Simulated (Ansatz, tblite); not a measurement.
Removing and adding an electron: the cluster B3As3. The state is a singlet with charge 0. Geometry: r2SCAN-D4/def2-SVP. Ansatz, gas phase; energy differences of separate SCF runs; the oxidised species was run as a doublet alone; the reduced species was run as a doublet alone.

Cartesian coordinates in Å:
```
B 0.656 -0.510 -0.204
B -0.898 -0.734 0.574
B 0.081 0.247 1.268
As -0.737 -1.277 -1.374
As 1.650 1.114 0.317
As -0.752 1.161 -0.580
```

The xTB rows come from tblite. Correlated methods freeze 30 core orbitals; core or outer-core shells of As are correlated, in sets that lack core-valence functions. The rows differ in basis, and correlated rows in double-zeta sets carry the largest basis error. The structure comes from a short search, and lower isomers may exist.

```csv
level,−HOMO (eV),vertical IE (eV),−LUMO (eV),vertical EA (eV),HOMO–LUMO gap (eV),IE − EA (eV),remarks
GFN1-xTB,8.91,12.33,7.59,4.24,1.32,8.10,–
GFN2-xTB,7.15,10.39,5.16,2.25,1.99,8.14,–
PBE-D4/def2-TZVP,5.44,7.93,3.22,–,2.22,–,–
PBE-D4/def2-TZVPD,5.46,–,3.25,0.99,2.20,–,HOMO above zero (-1 doublet)
r2SCAN-D4/def2-TZVP,5.63,7.92,3.17,–,2.46,–,–
r2SCAN-D4/def2-TZVPD,5.64,–,3.19,1.04,2.45,–,HOMO above zero (-1 doublet)
PBE0-D4/def2-TZVP,6.35,8.00,2.48,–,3.87,–,–
PBE0-D4/def2-TZVPD,6.36,–,2.53,0.98,3.83,–,HOMO above zero (-1 doublet)
CCSD/def2-SVP,–,7.99,–,–,–,–,"restricted SCF unstable (singlet), spin-contaminated (⟨S²⟩ 0.91) (+1 doublet)"
CCSD(T)/def2-SVP,–,8.04,–,–,–,–,"restricted SCF unstable (singlet), spin-contaminated (⟨S²⟩ 0.91) (+1 doublet)"
```

Run but left out: HF/def2-SVP (singlet: restricted singlet, unstable towards broken spin symmetry); MP2/def2-SVP (charge +1 doublet: ⟨S²⟩ 0.91, where a pure state has 0.75).   A HOMO above zero means that the electron is unbound at that level or that self-interaction error raises the level; the energy of removing that electron tells which. Raw xTB energy differences between charge states are shifted by several eV; the methods need an empirical correction for them.
